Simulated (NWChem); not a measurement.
System meant: CH₄Se₂; SMILES [SeH][Se]C

NWChem input:

```
start job
memory heap 200 mb stack 900 mb global 1100 mb
geometry units angstroms noautoz
  Se    -0.444438    -0.936826     0.024421
  C      1.387129    -1.661942     0.010910
  H      1.278081    -2.761071     0.107936
  H      1.960136    -1.268016     0.869784
  H      1.893868    -1.420714    -0.941432
  Se     0.007535     1.366081     0.040601
  H      0.094699     1.554049    -1.438937
end
basis spherical
  * library def2-svp
end
dft
  odft
  mult 2
  xc pbe0
  iterations 150
  mulliken
end
task dft energy
```

End of the output:

```
 Summary of "ao basis" -> "" (spherical)
 ------------------------------------------------------------------------------
       Tag                 Description            Shells   Functions and Types
 ---------------- ------------------------------  ------  ---------------------
 *                          def2-svp                  on all atoms

                                 NWChem DFT Module
                                 -----------------

 Summary of "ao basis" -> "ao basis" (spherical)
 ------------------------------------------------------------------------------
       Tag                 Description            Shells   Functions and Types
 ---------------- ------------------------------  ------  ---------------------
 Se                         def2-svp                12       32   5s4p3d
 C                          def2-svp                 6       14   3s2p1d
 H                          def2-svp                 3        5   2s1p

 Summary of "ao basis" -> "ao basis" (spherical)
 ------------------------------------------------------------------------------
       Tag                 Description            Shells   Functions and Types
 ---------------- ------------------------------  ------  ---------------------
 Se                         def2-svp                12       32   5s4p3d
 C                          def2-svp                 6       14   3s2p1d
 H                          def2-svp                 3        5   2s1p

  number of electrons :                   78
  multiplicity        :                    2
 ------------------------------------------------------------------------
  no. of electrons and multiplicity not compatible                  78
 ------------------------------------------------------------------------
 ------------------------------------------------------------------------
  current input line :
    22: task dft energy
 ------------------------------------------------------------------------
 ------------------------------------------------------------------------
 There is an error in the input file
 ------------------------------------------------------------------------
 For more information see the NWChem manual at https://nwchemgit.github.io

0: no. of electrons and multiplicity not compatible:Received an Error in Communication
```

Q: Can this run be used? If not, why, and what is the fix?

A: The input was rejected before any calculation. Cause: the multiplicity doesn't fit the number of electrons (an even count wants an odd multiplicity, and the reverse). This input runs:
```
start job
memory heap 200 mb stack 900 mb global 1100 mb
geometry units angstroms noautoz
  Se    -0.444438    -0.936826     0.024421
  C      1.387129    -1.661942     0.010910
  H      1.278081    -2.761071     0.107936
  H      1.960136    -1.268016     0.869784
  H      1.893868    -1.420714    -0.941432
  Se     0.007535     1.366081     0.040601
  H      0.094699     1.554049    -1.438937
end
basis spherical
  * library def2-svp
end
dft
  xc pbe0
  iterations 150
  mulliken
end
task dft energy
```
It converges to -4842.39413 Ha (PBE0/def2-SVP).
